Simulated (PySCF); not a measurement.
# NMR data sheet: CF3CH2CF3

```
Formula                 : C3H2F6
SMILES                  : FC(F)(F)CC(F)(F)F
Degrees of unsaturation : 0
Carbon signals          : 2
Proton signals          : 1
```

Numbering as in the mapped SMILES `[F:1][C:2]([F:3])([F:4])[CH2:5][C:6]([F:7])([F:8])[F:9]` (H(Xn): hydrogen on atom n).

PySCF 2.14.0 with density-fitted response routines calculation with structure optimised with PBE0-D3(BJ)/def2-TZVP and GIAO B97-2/pcSseg-2 shieldings; a single conformation, no solvent model, one averaged value for each set of equivalent atoms, no relativistic terms.

Referencing at the same level of theory: TMS for 1H and 13C; CFCl3 for 19F.

| carbon | δC, type | δH (multiplicity) | HMBC from (2–3 bonds) | span of the C tensor (ppm) |
| --- | --- | --- | --- | --- |
| C2/C6 | 133.7, C | – | H(C5) | 6 |
| C5 | 42.0, CH2 | 2.67 (m) | – | 35 |

Other nuclei:
| atoms | nucleus | environment | δ (ppm) | σ (ppm) |
| --- | --- | --- | --- | --- |
| F1/F3/F4/F7/F8/F9 | 19F | fluorine of a CF3 group | -75.6 | 251.6 |

- Carbon types of the structure: 2 × C, 1 × CH2, which accounts for all hydrogens.
- δC 133.7: CF3 carbon; 3 electronegative neighbours deshield it.
- δC 42.0: sp3 CH2; aliphatic region, no heteroatom directly attached.
- δH 2.67: hydrogen on an sp3 CH2.

Splittings by 19F in the carbon and heteronuclear signals aren't shown, as no couplings were computed. Shifts are as computed. Against solution values, carbons near 30 ppm lie about +3 ppm off and those near 130 ppm about +7 ppm. Of 1211 compounds with measured shifts, 218 miss one by over three times the rms of a fit or turn the order of signals round; such compounds aren't used in these exercises. Unscaled 19F shifts against computed CFCl3 carry errors that often reach 10 to 50 ppm.
